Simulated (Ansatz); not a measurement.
Species: CH4FSi, charge 0, doublet. CH4FSi (SMILES FC[SiH2], doublet).
B3LYP-D3(BJ)/def2-TZVP minimum from Ansatz (a quantum-chemistry and plane-wave program):
```
C
H 1 1.0928
H 1 1.0953 2 108.03
F 1 1.4025 2 108.12 3 116.16
Si 1 1.9052 2 111.53 3 -121.94
H 5 1.4851 1 110.86 2 177.51
H 5 1.4871 6 110.64 1 120.20
```
Charge 0, spin multiplicity 2.

Total energies in cc-pV(D+d)Z, 19 correlated electrons, 7 frozen orbitals. Radicals and triplets start from unrestricted determinants; spin-orbit coupling is neglected. Cores are frozen in correlated methods. No relativity.

| method | program | energy (Eh) | minus CCSDT(Q) (mEh) |
|---|---|---|---|
| HF | Ansatz | -428.51684 | 459.61 |
| MP2 | Ansatz | -428.92711 | 49.35 |
| CCSD | Ansatz | -428.96476 | 11.70 |
| CCSD(T) | Ansatz | -428.97467 | 1.79 |
| CCSDT(Q) | Ansatz | -428.97646 | 0.00 |

Rough core times of Ansatz's runs on a shared machine: CCSD(T) under 20 s, CCSDT(Q) 30 min.
